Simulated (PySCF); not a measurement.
A run for PySCF: D3(BJ) and D4 dispersion corrections on C2H7Cl (a complex), monomers drawn apart or pushed together.

```python
from pyscf import gto
from pyscf.dispersion import dftd3, dftd4

mol = gto.M(
    atom='''
    C     0.08600622    0.02345544   -0.02055014
    H     1.15752366   -0.17339939    0.00099563
    H    -0.19272529    0.62391864    0.84378367
    H    -0.16274502    0.56100141   -0.93448626
    H    -0.45702659   -0.92108159    0.00033043
    C     0.81955702   -0.82991444    3.91467366
    Cl   -0.08249353    0.65898161    4.35108054
    H     1.73496239   -0.53797888    3.40938820
    H     1.04189723   -1.37284152    4.82824454
    H     0.19593497   -1.42551999    3.25552006
    ''',
    basis='def2-svp',
    charge=0, spin=0, verbose=0, max_memory=1800)
d3, d4 = {}, {}
for xc in ['hf', 'pbe', 'blyp', 'revpbe', 'tpss', 'r2scan', 'b3lyp', 'pbe0', 'bhlyp', 'camb3lyp', 'b2plyp']:
    d3[xc] = float(dftd3.DFTD3Dispersion(mol, xc=xc, version='d3bj', atm=False).get_dispersion()['energy'])
    print(f'D3(BJ) {xc:10s} {d3[xc]:14.8f} Eh')
for xc in ['hf', 'pbe', 'blyp', 'revpbe', 'tpss', 'r2scan', 'b3lyp', 'pbe0', 'bhlyp', 'camb3lyp', 'b2plyp']:
    d4[xc] = float(dftd4.DFTD4Dispersion(mol, xc={'camb3lyp': 'cam-b3lyp'}.get(xc, xc), atm=True).get_dispersion()['energy'])
    print(f'D4     {xc:10s} {d4[xc]:14.8f} Eh')
```

Output:

```
D3(BJ) hf            -0.03694066 Eh
D3(BJ) pbe           -0.00431330 Eh
D3(BJ) blyp          -0.00869763 Eh
D3(BJ) revpbe        -0.01106291 Eh
D3(BJ) tpss          -0.00530620 Eh
D3(BJ) r2scan        -0.00131756 Eh
D3(BJ) b3lyp         -0.00708271 Eh
D3(BJ) pbe0          -0.00367152 Eh
D3(BJ) bhlyp         -0.00537098 Eh
D3(BJ) camb3lyp      -0.00323668 Eh
D3(BJ) b2plyp        -0.00319530 Eh
D4     hf            -0.01352162 Eh
D4     pbe           -0.00361027 Eh
D4     blyp          -0.00786018 Eh
D4     revpbe        -0.01243649 Eh
D4     tpss          -0.00483791 Eh
D4     r2scan        -0.00104691 Eh
D4     b3lyp         -0.00563439 Eh
D4     pbe0          -0.00307433 Eh
D4     bhlyp         -0.00393744 Eh
D4     camb3lyp      -0.00308485 Eh
D4     b2plyp        -0.00253918 Eh
```

The run finished.

Cost: very roughly 0.05 core-seconds.
